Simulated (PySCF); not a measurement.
H2BrFSn (SMILES [F][SnH2][Br]), singlet, geometry from GFN2-xTB (such geometries of metal compounds can be far from the true shape) (all electrons, no relativity), with bond 2-1 at 1.8 times its length; CASSCF(6,4)/STO-3G run with PySCF.

The PySCF input:
```python
from pyscf import gto, scf, mcscf
import numpy

mol = gto.Mole()
mol.atom = '''
    Sn   -0.805091   -0.276338    0.045329
    F    -2.104315    2.784813   -1.027665
    Br    1.621135    0.080637    0.064220
    H    -1.294359   -1.363926   -1.161285
    H    -1.448863   -0.460163    1.604147
'''
mol.basis = 'sto-3g'
mol.charge = 0
mol.spin = 0
mol.verbose = 4
mol.build()

mf = scf.RHF(mol)
mf.kernel()
mc = mcscf.CASSCF(mf, 4, 6)
mc.fix_spin_(ss=0.0)
mc.kernel()
occ = numpy.linalg.eigvalsh(mc.fcisolver.make_rdm1(mc.ci, mc.ncas, mc.nelecas))[::-1]
ss = mc.fcisolver.spin_square(mc.ci, mc.ncas, mc.nelecas)[0]
print('natural occupations', occ.round(4), ' <S^2>', round(ss, 4))
```

Task: What does PySCF print? Leave out banner, timings and long lists.

Result: 
```
PySCF version 2.14.0

[INPUT] verbose = 4
[INPUT] num. atoms = 5
[INPUT] num. electrons = 96
[INPUT] charge = 0
[INPUT] spin (= nelec alpha-beta = 2S) = 0
[INPUT] symmetry False subgroup None
[INPUT] Mole.unit = angstrom
[INPUT] Symbol           X                Y                Z      unit          X                Y                Z       unit  Magmom
[INPUT]  1 Sn    -0.805091000000  -0.276338000000   0.045329000000 AA   -1.521401495352  -0.522203137810   0.085659395500 Bohr   0.0
[INPUT]  2 F     -2.104315000000   2.784813000000  -1.027665000000 AA   -3.976579029814   5.262533878128  -1.942005397801 Bohr   0.0
[INPUT]  3 Br     1.621135000000   0.080637000000   0.064220000000 AA    3.063501160947   0.152381845507   0.121358211720 Bohr   0.0
[INPUT]  4 H     -1.294359000000  -1.363926000000  -1.161285000000 AA   -2.445984016866  -2.577446594174  -2.194510602566 Bohr   0.0
[INPUT]  5 H     -1.448863000000  -0.460163000000   1.604147000000 AA   -2.737954262016  -0.869582042658   3.031398493543 Bohr   0.0

nuclear repulsion = 525.271947049957
number of shells = 24
number of NR pGTOs = 156
number of NR cGTOs = 52
basis = sto-3g
ecp = {}

******** <class 'pyscf.scf.hf.RHF'> ********
method = RHF
initial guess = minao
damping factor = 0
level_shift factor = 0
DIIS = <class 'pyscf.scf.diis.CDIIS'>
diis_start_cycle = 1
diis_space = 8
diis_damp = 0
SCF conv_tol = 1e-09
SCF conv_tol_grad = None
SCF max_cycles = 50
direct_scf = True
direct_scf_tol = 1e-13
Set gradient conv threshold to 3.16228e-05
Initial guess from minao.
init E= -8585.67729015168
  HOMO = -0.734889420876994  LUMO = -0.48282919329383  gap/eV = 6.85891
cycle= 1 E= -8606.71626243797  delta_E=  -21  |g|= 0.35  |ddm|= 2.35
  HOMO = 0.175970378636968  LUMO = 0.180255316784972  gap/eV = 0.11660
cycle= 2 E= -8606.08507336024  delta_E= 0.631  |g|= 1.22  |ddm|= 3.58
  HOMO = 0.0465507766939842  LUMO = 0.117921371293768  gap/eV = 1.94209
cycle= 3 E= -8606.61800959364  delta_E= -0.533  |g|= 0.399  |ddm|= 1.64
  HOMO = -0.102560782485328  LUMO = 0.0261456220629844  gap/eV = 3.50228
cycle= 4 E= -8606.9089474011  delta_E= -0.291  |g|= 0.147  |ddm|= 2.29
  HOMO = -0.146585471396572  LUMO = 0.0538761684028621  gap/eV = 5.45484
cycle= 5 E= -8606.92858334987  delta_E= -0.0196  |g|= 0.0795  |ddm|= 0.291
  HOMO = -0.150880892949556  LUMO = 0.0665322331789526  gap/eV = 5.91611
cycle= 6 E= -8606.93411630175  delta_E= -0.00553  |g|= 0.0283  |ddm|= 0.174
  HOMO = -0.147715424628476  LUMO = 0.0729108522580589  gap/eV = 6.00355
cycle= 7 E= -8606.93481888543  delta_E= -0.000703  |g|= 0.00638  |ddm|= 0.0695
  HOMO = -0.14698255382424  LUMO = 0.0744792746797262  gap/eV = 6.02628
cycle= 8 E= -8606.93485591047  delta_E= -3.7e-05  |g|= 0.000352  |ddm|= 0.0208
  HOMO = -0.147109046051834  LUMO = 0.0744889187737621  gap/eV = 6.02999
cycle= 9 E= -8606.93485606801  delta_E= -1.58e-07  |g|= 0.000141  |ddm|= 0.00121
  HOMO = -0.147095767964537  LUMO = 0.0744405856707597  gap/eV = 6.02831
cycle= 10 E= -8606.93485611678  delta_E= -4.88e-08  |g|= 0.000105  |ddm|= 0.000736
  HOMO = -0.147108334748691  LUMO = 0.0744702905751853  gap/eV = 6.02946
cycle= 11 E= -8606.93485623407  delta_E= -1.17e-07  |g|= 6.89e-05  |ddm|= 0.00225
  HOMO = -0.147091037618745  LUMO = 0.074451789602314  gap/eV = 6.02849
cycle= 12 E= -8606.93485630736  delta_E= -7.33e-08  |g|= 2.12e-05  |ddm|= 0.00324
  HOMO = -0.147099248867767  LUMO = 0.0744542401903894  gap/eV = 6.02878
cycle= 13 E= -8606.93485630885  delta_E= -1.49e-09  |g|= 2.31e-06  |ddm|= 0.000429
  HOMO = -0.147098794083742  LUMO = 0.0744537222642412  gap/eV = 6.02875
cycle= 14 E= -8606.93485630885  delta_E= -3.64e-12  |g|= 3.35e-07  |ddm|= 3.01e-05
  HOMO = -0.147098850050364  LUMO = 0.0744537311850396  gap/eV = 6.02875
Extra cycle  E= -8606.93485630885  delta_E= 1.82e-12  |g|= 1.84e-07  |ddm|= 1.29e-06
converged SCF energy = -8606.93485630885

******** <class 'pyscf.mcscf.mc1step.CASSCF'> ********
CAS (3e+3e, 4o), ncore = 45, nvir = 3
max_cycle_macro = 50
max_cycle_micro = 4
conv_tol = 1e-07
conv_tol_grad = None
orbital rotation max_stepsize = 0.02
orbital rotation threshold for CI restart = 0.01
augmented hessian ah_max_cycle = 30
augmented hessian ah_conv_tol = 1e-12
augmented hessian ah_linear dependence = 1e-14
augmented hessian ah_level shift = 1e-08
augmented hessian ah_start_tol = 2.5
augmented hessian ah_start_cycle = 3
augmented hessian ah_grad_trust_region = 3
kf_trust_region = 3
kf_interval = 4
ci_response_space = 4
ci_grad_trust_region = 3
with_dep4 0
natorb = False
canonicalization = True
sorting_mo_energy = False
ao2mo_level = 2
internal_rotation = False
******** <class 'pyscf.fci.addons.SpinPenaltyFCISolver'> ********
max. cycles = 50
conv_tol = 1e-08
davidson only = True
linear dependence = 1e-12
level shift = 0.001
max iter space = 12
nroots = 1
pspace_size = 400
spin = None
CASCI E = -8607.13560508453  S^2 = 0.0000000
Set conv_tol_grad to 0.000316228
macro iter   1 ( 20 JK    4 micro), CASSCF E = -8607.13837036331  dE = -2.76527878e-03  S^2 = 0.0000000
               |grad[o]|=0.0444  |grad[c]|=0.00741  |ddm|=0.00545  |maxRot[o]|=0.108
macro iter   2 ( 17 JK    4 micro), CASSCF E = -8607.13843873176  dE = -6.83684466e-05  S^2 = 0.0000000
               |grad[o]|=0.00704  |grad[c]|= 0.02  |ddm|=0.000852  |maxRot[o]|=0.126
macro iter   3 (  9 JK    3 micro), CASSCF E = -8607.13844216928  dE = -3.43751708e-06  S^2 = 0.0000000
               |grad[o]|=0.00202  |grad[c]|=0.00218  |ddm|=0.000257  |maxRot[o]|=0.0675
macro iter   4 (  7 JK    2 micro), CASSCF E = -8607.13844223031  dE = -6.10289135e-08  S^2 = 0.0000000
               |grad[o]|=0.000224  |grad[c]|=0.00159  |ddm|=1.25e-05  |maxRot[o]|=0.0424
macro iter   5 (  7 JK    2 micro), CASSCF E = -8607.13844240612  dE = -1.75810783e-07  S^2 = 0.0000000
               |grad[o]|=0.000179  |grad[c]|=0.000636  |ddm|=0.000106  |maxRot[o]|=0.0165
macro iter   6 (  6 JK    1 micro), CASSCF E = -8607.13844241627  dE = -1.01554178e-08  S^2 = 0.0000000
               |grad[o]|=0.000147  |grad[c]|=0.000405  |ddm|=2.15e-05  |maxRot[o]|=0.0398
macro iter   7 (  7 JK    1 micro), CASSCF E = -8607.13844241980  dE = -3.53065843e-09  S^2 = 0.0000000
               |grad[o]|=0.000146  |grad[c]|=4.41e-05  |ddm|=7.6e-06  |maxRot[o]|=0.00808
1-step CASSCF converged in   7 macro ( 73 JK  17 micro) steps
CASSCF canonicalization
Density matrix diagonal elements [1.99308883 2.         1.16468756 0.84222361]
CASSCF energy = -8607.13844241980
CASCI E = -8607.13844241980  E(CI) = -8.39237510218481  S^2 = 0.0000000
natural occupations [2.     2.     1.1625 0.8376]  <S^2> 0.0
```
